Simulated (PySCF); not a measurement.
**Successive ionisation energies of iron**

Calculated with PySCF 2.14, two-component X2C-1e (Gaussian nucleus, no Breit or QED terms), each ion in its own even-tempered basis; GMP2 freezes the deep shells of the larger ions and drops the highest virtual spinors; eV.

```
  ion  configuration  GHF (spin-free)          NIST            kind
Fe¹⁶⁺           [Ne]           1265.0  1262.7 ± 0.7  semi-empirical
Fe¹⁷⁺   [He] 2s2 2p5           1358.0  1357.8 ± 1.9  semi-empirical
Fe¹⁸⁺   [He] 2s2 2p4           1453.6      1460 ± 3  semi-empirical
Fe¹⁹⁺   [He] 2s2 2p3           1585.0  1575.6 ± 0.5        measured
Fe²⁰⁺   [He] 2s2 2p2           1686.6      1687 ± 1  semi-empirical
Fe²¹⁺   [He] 2s2 2p1           1791.1  1798.4 ± 0.8  semi-empirical
Fe²²⁺       [He] 2s2           1944.3  1950.4 ± 1.8  semi-empirical
Fe²³⁺       [He] 2s1           2046.3        2045.8     theoretical
Fe²⁴⁺            1s2           8833.6        8828.2     theoretical
Fe²⁵⁺            1s1           9281.7        9277.7     theoretical
```

(1) Where is the largest relative jump?

Answers

(1) From Fe²³⁺ to Fe²⁴⁺: 2046.3 to 8833.6 eV, where the electron removed from 1s2 comes from a deeper shell or subshell.
